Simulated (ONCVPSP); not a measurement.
# N (Z = 7), ONCV: configuration errors across variants

N (Z = 7), optimised norm-conserving Vanderbilt (ONCV), made with ONCVPSP 4.0.1 (PBE, scalar-relativistic). Core [He], reference 2s2 2p1 (charge +2). Waves: 2s: rc 0.80 bohr, ncon 4, nbas 9, qcut 10.4 1/bohr, local; 2p: rc 1.65 bohr, ncon 4, nbas 9, qcut 9.9 1/bohr, 3 projectors, debl 2.6 Ha. Local part: the s channel. Core correction: Teter function, fcfact 5.75, rcfact 1.65.

All-electron excitation energies from the reference (eV): (1) 2s2 2p3 -42.445; (2) 2s2 2p2 -28.853; (3) 2s2 2p0 47.082; (4) 2s1 2p3 -17.073.

Errors AE − PS in meV (a dash: test not solved or not reliable):

```csv
change,(1),(2),(3),(4),bound ghosts,GHOST(+) flags above zero
base,+142,+62,+147,+132,none,none
p: nproj 1,+105,+51,+147,+115,none,none
"core correction Teter function, fcfact 5.75, rcfact 2.04",+92,+38,+74,+103,none,none
```

(1) Give the same row for: core correction none.

Answers

(1) +160, +72, +201, +168; bound ghosts: none; GHOST(+) flags above zero: none.
